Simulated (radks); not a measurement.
Numerical settings for neutral oxygen, [He] 2s2 2p4. Calculated with a radial shooting solver on a logarithmic mesh with Libxc functionals: scalar-relativistic Kohn-Sham, PBE, spin-polarised, spherical densities, point nucleus; open shells are filled with parallel spins first. The defaults (mesh step 0.008 in ln r, mesh end at 40 bohr or more with all orbitals vanishing there, Anderson mixing 0.5 over 9 steps, residual threshold near 1e-9 with the energy settled to 1e-9 hartree or 1e-11 of itself, here a cap of 96 iterations) give E = -75.0576 hartree and 2p at -7.186 eV in 14 iterations. Run on one thread of a shared host, so times are rough (Arm Neoverse V2): 0.08 s of CPU time, 0.08 s wall, 14 iterations on 2496 mesh points. Changes against that run (0 stands for a change within the tolerance of the run):

setting                     iterations  converged  E (mhartree)  e(2p) (meV)  CPU (s)
mesh step in ln r 0.005             14        yes             0            0     0.12
mesh step in ln r 0.12               3         no      diverged            -     0.01
mesh step in ln r 0.02              14        yes             0            0     0.03
mesh end (bohr) 8                   14        yes       +0.0513         +6.7     0.07
mesh end (bohr) 5                   14        yes         +6.59         +386     0.07
residual threshold 0.001             9        yes             0        +0.33     0.05
residual threshold 1e-05            10        yes             0      -0.0447     0.06
mixing 2.5                          16        yes             0            0     0.08
linear mixing, mixing 0.05          96         no      +0.00346        -82.3     0.43
linear mixing, mixing 1             96         no     +7.89e+03    +7.31e+03     0.96
mixing history 2                    21        yes             0            0      0.1
iteration cap 5                      5         no        +0.428         +281     0.03

Settings that end as converged yet miss the energy by more than 1 mhartree: mesh end (bohr) 5 (+0.00659 hartree). A mesh that ends early acts as a hard wall.
